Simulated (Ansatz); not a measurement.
Mulliken charges of `OBC#CO` from r2SCAN/def2-TZVPP in Ansatz (PBE0-D4/def2-TZVP geometry).

```
atom   x (Å)   y (Å)   z (Å)  charge (e)
  O1   0.196   2.079  -0.900      -0.295
  B2   0.909   1.029  -0.421       0.168
  C3   0.249  -0.230   0.098      -0.286
  C4  -0.248  -1.250   0.519       0.251
  O5  -0.698  -2.369   0.985      -0.270
  H6  -0.753   1.928  -0.870       0.205
  H7   2.099   1.144  -0.426      -0.024
  H8  -1.663  -2.389   0.959       0.252
```

Question: By hand: the dipole of these point charges (1 e Å = 4.8032 D).

Answer: Σ q r = (-0.474, -0.283, 0.105) e Å, of length 0.562 e Å = 2.70 D.

Question: How does the dipole of the full density compare? (Best estimate.)

Answer: Ansatz gave: (-0.758, -0.362, 0.128) e Å, 4.08 D; the point charges give 0.66 times that, at 6° from its direction.

Point charges leave out the atoms' own dipoles, such as those of lone pairs, and Mulliken's split depends on the basis, so the two needn't agree.
